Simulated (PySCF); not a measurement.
## Magnetisability: `[SiH3]PN(CC)C`, C3H12NPSi

Molfile (atoms numbered from 1):
```
C3H12NPSi
     RDKit          3D

 18 17  0  0  0  0  0  0  0  0999 V2000
   -2.2375    0.8427   -0.0527 C   0  0  0  0  0  0  0  0  0  0  0  0
   -1.3232   -0.2406   -0.5973 C   0  0  0  0  0  0  0  0  0  0  0  0
   -0.3363   -0.6769    0.3798 N   0  0  0  0  0  0  0  0  0  0  0  0
    0.4591   -1.7791   -0.1208 C   0  0  0  0  0  0  0  0  0  0  0  0
    0.4420    0.5409    1.3102 P   0  0  0  0  0  0  0  0  0  0  0  0
    2.2046    1.2612    0.0905 Si  0  0  0  0  0  4  0  0  0  0  0  0
   -1.6837    1.7677    0.1040 H   0  0  0  0  0  0  0  0  0  0  0  0
   -3.0456    1.0328   -0.7551 H   0  0  0  0  0  0  0  0  0  0  0  0
   -2.6572    0.5253    0.8986 H   0  0  0  0  0  0  0  0  0  0  0  0
   -1.9201   -1.1238   -0.8548 H   0  0  0  0  0  0  0  0  0  0  0  0
   -0.8359    0.1102   -1.5217 H   0  0  0  0  0  0  0  0  0  0  0  0
   -0.2105   -2.6027   -0.3784 H   0  0  0  0  0  0  0  0  0  0  0  0
    1.1415   -2.1172    0.6584 H   0  0  0  0  0  0  0  0  0  0  0  0
    1.0442   -1.5184   -1.0119 H   0  0  0  0  0  0  0  0  0  0  0  0
    1.1692   -0.3799    2.0699 H   0  0  0  0  0  0  0  0  0  0  0  0
    3.4354    1.2000    0.8777 H   0  0  0  0  0  0  0  0  0  0  0  0
    1.9066    2.6456   -0.2822 H   0  0  0  0  0  0  0  0  0  0  0  0
    2.4386    0.5185   -1.1550 H   0  0  0  0  0  0  0  0  0  0  0  0
  1  2  1  0
  2  3  1  0
  3  4  1  0
  3  5  1  0
  5  6  1  0
  1  7  1  0
  1  8  1  0
  1  9  1  0
  2 10  1  0
  2 11  1  0
  4 12  1  0
  4 13  1  0
  4 14  1  0
  5 15  1  0
  6 16  1  0
  6 17  1  0
  6 18  1  0
M  END
```

Theory: GIAO B3LYP/pcSseg-1 magnetisability, rotational g tensor and spin-rotation constants, non-relativistic, gas phase (PySCF 2.14.0). Geometry: GFN2-xTB.

(1) What are the magnetisability and the molar susceptibility?

(2) Split it along the inertial axes a, b, c into diamagnetic and paramagnetic parts about the centre of mass, with the quadrupole moment.

(3) And the rotational g tensor?

Results:

(1) Isotropic -1363 × 10⁻³⁰ J/T², or -82.1 × 10⁻⁶ cm³/mol; principal values -1453, -1324, -1313 × 10⁻³⁰ J/T², anisotropy 134 × 10⁻³⁰ J/T² (root of half the summed squared differences of the principal values). The susceptibility is in cgs units.

(2) 
| axis | χ (10⁻⁶ cm³/mol) | diamagnetic (10⁻⁶ cm³/mol) | paramagnetic (10⁻⁶ cm³/mol) | summed x² of all electrons (Å²) | quadrupole Θ (D Å) |
| --- | --- | --- | --- | --- | --- |
| a | -85.5 | -545.9 | 460.4 | 180.3 | +0.88 |
| b | -80.7 | -961.1 | 880.4 | 82.4 | +0.87 |
| c | -80.0 | -1114.5 | 1034.5 | 46.3 | -1.75 |

Anisotropies 2χaa − χbb − χcc = -10.3 and 2χbb − χaa − χcc = +4.1 × 10⁻⁶ cm³/mol. Θ is traceless in Buckingham's convention.

(3) 
```csv
axis,rotational constant (GHz),g,nuclear part,electronic part
a,3.0136,-0.0214,0.6304,-0.6518
b,1.4684,-0.0138,0.5936,-0.6073
c,1.2616,-0.0113,0.6018,-0.6131
```
Asymmetric top; isotopes 12C, 1H, 14N, 31P, 28Si; no vibrational averaging.
